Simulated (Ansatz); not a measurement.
Frontier orbitals of CH4AsB, SMILES `B1C[AsH]1`.

```xyz
7

B    -0.166   -0.712   -0.544
C     0.283   -0.143    0.772
As   -1.128    1.001   -0.187
H     0.146   -1.456   -1.412
H     1.307    0.173    0.960
H    -0.236   -0.427    1.685
H    -0.207    1.565   -1.274
```

Total charge 0; spin multiplicity 1. Correlated methods include outer-core shells of As, which these sets cover unevenly. Scalar relativity is left out up to krypton. The geometry is a stationary point of PBE0-D4/def2-TZVP. Basis def2-TZVPP, Ansatz.

Compute the vertical ionisation energy as the energy of the cation minus that of the neutral molecule, at each level. (An estimate is asked.)

Computed: 
```json
{"level": "PBE-D4/def2-TZVPP", "IE (eV)": "9.14", "difference from CCSD(T)/def2-TZVPP": "-0.11"}
{"level": "r2SCAN-D4/def2-TZVPP", "IE (eV)": "9.15", "difference from CCSD(T)/def2-TZVPP": "-0.10"}
{"level": "PBE0-D4/def2-TZVPP", "IE (eV)": "9.18", "difference from CCSD(T)/def2-TZVPP": "-0.07"}
{"level": "B3LYP-D4/def2-TZVPP", "IE (eV)": "9.24", "difference from CCSD(T)/def2-TZVPP": "-0.01"}
{"level": "ωB97X-V/def2-TZVPP", "IE (eV)": "9.20", "difference from CCSD(T)/def2-TZVPP": "-0.05"}
{"level": "ωB97M-V/def2-TZVPP", "IE (eV)": "9.18", "difference from CCSD(T)/def2-TZVPP": "-0.07"}
{"level": "B2PLYP/def2-TZVPP", "IE (eV)": "9.19", "difference from CCSD(T)/def2-TZVPP": "-0.06"}
{"level": "HF/def2-TZVPP", "IE (eV)": "8.19", "difference from CCSD(T)/def2-TZVPP": "-1.06"}
{"level": "MP2/def2-TZVPP", "IE (eV)": "9.31", "difference from CCSD(T)/def2-TZVPP": "0.06"}
{"level": "CCSD/def2-TZVPP", "IE (eV)": "9.18", "difference from CCSD(T)/def2-TZVPP": "-0.07"}
{"level": "CCSD(T)/def2-TZVPP", "IE (eV)": "9.25", "difference from CCSD(T)/def2-TZVPP": "0.00"}
{"level": "HF/def2-QZVPP", "IE (eV)": "8.18", "difference from CCSD(T)/def2-TZVPP": "-1.07"}
{"level": "MP2/def2-QZVPP", "IE (eV)": "9.39", "difference from CCSD(T)/def2-TZVPP": "0.14"}
```

B3LYP here is the variant with VWN-RPA as its local correlation; programs differ in this.
